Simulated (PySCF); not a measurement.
PySCF 2.14 output of an unrestricted TPSSh calculation on a single atom or ion in aug-cc-pVQZ-PP with ECP10MDF (7s7p6d4f3g2h, 135 functions), with scalar relativity through the core potential:

```
SCF conv_tol = 1e-09
number electrons alpha = 10  beta = 8
    V. N. Staroverov, G. E. Scuseria, J. Tao, and J. P. Perdew.,  J. Chem. Phys. 119, 12129 (2003)
cycle= 1 E= -196.834454368945  delta_E= -0.019  |g|= 0.129  |ddm|= 0.224
cycle= 2 E= -196.828230574288  delta_E= 0.00622  |g|= 0.264  |ddm|= 0.126
cycle= 3 E= -196.837397933957  delta_E= -0.00917  |g|= 0.0186  |ddm|= 0.0647
cycle= 4 E= -196.837459215408  delta_E= -6.13e-05  |g|= 0.00122  |ddm|= 0.00773
cycle= 5 E= -196.837459468573  delta_E= -2.53e-07  |g|= 8.39e-05  |ddm|= 0.000624
cycle= 6 E= -196.837459470354  delta_E= -1.78e-09  |g|= 1.25e-05  |ddm|= 6.07e-05
cycle= 7 E= -196.837459470383  delta_E= -2.9e-11  |g|= 5.05e-07  |ddm|= 6.39e-06
converged SCF energy = -196.837459470383  <S^2> = 2.000601  2S+1 = 3.0004006
```

The run itself started from symmetry-adapted Hartree-Fock orbitals and held the occupation by maximum overlap, on a logarithmic radial grid, so the iterations belong to that start.

Question: Which element, charge and spin multiplicity is this?

Answer: Cu⁺ (copper, charge +1), multiplicity 3; the state was [Ar] 3d9 4s1, high-spin 3D determinant (an excited configuration).

Energies and moments cover only the electrons outside the core potential.
